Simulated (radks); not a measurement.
Ionisation ladder of barium, from Ba22+ to Ba43+. Each ion is in the ground configuration listed by NIST, and IE = E(next ion) - E(this ion). Calculated with a radial shooting solver on a logarithmic mesh with Libxc functionals: Dirac Kohn-Sham, exchange-only PBE, spin-unpolarised, spherical densities, finite nucleus; open shells fill j = l - 1/2 first; Fermi nuclear charge, rms radius 4.8378 fm.

| species | configuration | IE, Delta-SCF (eV) | -e(HOMO) (eV) | HOMO | <r> HOMO (bohr) | IE, NIST (eV) | kind | error (eV) |
|---|---|---|---|---|---|---|---|---|
| Ba22+ | [Ar] 3d10 4s2 4p4 | 716.24 | 698.46 | 4p3/2 | 0.639 | 717 | theory | -0.8 |
| Ba23+ | [Ar] 3d10 4s2 4p3 | 752.02 | 734.08 | 4p3/2 | 0.633 | 752 | theory | 0.0 |
| Ba24+ | [Ar] 3d10 4s2 4p2 | 810.29 | 791.69 | 4p1/2 | 0.610 | 809 | theory | +1.3 |
| Ba25+ | [Ar] 3d10 4s2 4p1 | 847.71 | 828.95 | 4p1/2 | 0.604 | 846 | theory | +1.7 |
| Ba26+ | [Ar] 3d10 4s2 | 941.36 | 922.31 | 4s1/2 | 0.595 | 935 | theory | +6.4 |
| Ba27+ | [Ar] 3d10 4s1 | 979.88 | 960.51 | 4s1/2 | 0.591 | 976.6 | semi-emp. | +3.3 |
| Ba28+ | [Ar] 3d10 | 1693.0 | 1650.4 | 3d5/2 | 0.259 | 1695 | theory | -2.0 |
| Ba29+ | [Ar] 3d9 | 1779.2 | 1735.9 | 3d5/2 | 0.256 | 1776 | theory | +3.2 |
| Ba30+ | [Ar] 3d8 | 1867.0 | 1822.9 | 3d5/2 | 0.253 | 1864 | theory | +3.0 |
| Ba31+ | [Ar] 3d7 | 1956.3 | 1911.4 | 3d5/2 | 0.250 | 1958 | theory | -1.7 |
| Ba32+ | [Ar] 3d6 | 2047.1 | 2001.5 | 3d5/2 | 0.248 | 2047 | theory | +0.1 |
| Ba33+ | [Ar] 3d5 | 2139.3 | 2093.0 | 3d5/2 | 0.245 | 2142 | theory | -2.7 |
| Ba34+ | [Ar] 3d4 | 2253.4 | 2205.8 | 3d3/2 | 0.239 | 2256 | theory | -2.6 |
| Ba35+ | [Ar] 3d3 | 2349.6 | 2301.2 | 3d3/2 | 0.237 | 2349 | theory | +0.6 |
| Ba36+ | [Ar] 3d2 | 2447.2 | 2398.1 | 3d3/2 | 0.234 | 2452 | theory | -4.8 |
| Ba37+ | [Ar] 3d1 | 2546.1 | 2496.4 | 3d3/2 | 0.232 | 2547 | theory | -0.9 |
| Ba38+ | [Ar] | 2818.2 | 2774.6 | 3p3/2 | 0.264 | 2814 | theory | +4.2 |
| Ba39+ | [Ne] 3s2 3p5 | 2906.0 | 2862.0 | 3p3/2 | 0.262 | 2901 | theory | +5.0 |
| Ba40+ | [Ne] 3s2 3p4 | 2994.3 | 2950.1 | 3p3/2 | 0.260 | 2994 | theory | +0.3 |
| Ba41+ | [Ne] 3s2 3p3 | 3083.1 | 3038.6 | 3p3/2 | 0.258 | 3081 | theory | +2.1 |
| Ba42+ | [Ne] 3s2 3p2 | 3273.5 | 3227.4 | 3p1/2 | 0.248 | 3266 | theory | +7.5 |
| Ba43+ | [Ne] 3s2 3p1 | 3366.0 | 3319.8 | 3p1/2 | 0.246 | 3363 | theory | +3.0 |

Reference values: NIST Atomic Spectra Database (exp. = measured, semi-emp. = semi-empirical, theory = theoretical value adopted there). The ionisation energy per charge of the ion left behind rises most, in proportion, at Ba28+ ([Ar] 3d10), from 34.996 to 58.379 eV. Spin polarisation and multiplet splitting are left out, so open shells lie too high by an amount that depends on their filling.

Beside tabulated values, note that spin-unpolarised runs miss the spin-polarisation part of the exchange energy of open shells.
